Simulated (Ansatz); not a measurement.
`C#C[SiH2][AlH2]` + H₂S → `[AlH2][SH]` + `C#C[SiH3]` at 700 K and 1 bar (cleavage of the Al–Si bond).

Isolated molecules relaxed with PBE0-D4/def2-TZVP in Ansatz; ΔE leaves out vibrations. CCSD(T)/CBS adds triple-zeta CCSD(T) − MP2 to the extrapolated MP2 energy (def2 sets, frozen cores). This one scheme is used for every species.

```
          species  CCSD(T)/CBS energy (Eh)  H − E (kJ/mol)  S (J/(mol·K))
`C#C[SiH2][AlH2]`               -610.12048           205.1          463.3
              H₂S               -398.97279            64.8          236.9
     `[AlH2][SH]`               -641.61836           102.7          330.6
      `C#C[SiH3]`               -367.52081           166.7          346.4
```

H − E and S are ideal-gas, rigid-rotor, harmonic terms from PBE0-D4/def2-TZVP. 1 Eh = 2625.50 kJ/mol, R = 8.31446 J/(mol·K).

Question: By hand: ΔE, ΔH, ΔS and ΔG.

Answer: ΔE = (-641.61836) + (-367.52081) − (-610.12048) − (-398.97279) = -0.04590 Eh = -120.5 kJ/mol. Δ(H − E) = 102.7 + 166.7 − 205.1 − 64.8 = -0.5, so ΔH = -121.0 kJ/mol. ΔS = 330.6 + 346.4 − 463.3 − 236.9 = -23.2 J/(mol·K). ΔG = -121.0 − 700 × (-23.2)/1000 = -104.8 kJ/mol.

Question: By hand: the equilibrium constant, and the temperature at which ΔG would vanish if ΔH and ΔS stayed fixed.

Answer: log₁₀ K = −ΔG/(RT ln 10) = 7.8. ΔG = 0 at ΔH/ΔS = 5216 K, far beyond where these terms or the molecules hold.

ΔH outweighs TΔS. A doubt of 5 kJ/mol in ΔE shifts log₁₀ K by 0.4 here. Modes under 60 cm⁻¹, often nearly free rotors, make the harmonic entropy too high. These are equilibria of isolated gas molecules and say nothing of rates. Largest T1 diagnostic: 0.013 (customary marks: 0.02 for closed shells, 0.045 for open ones).
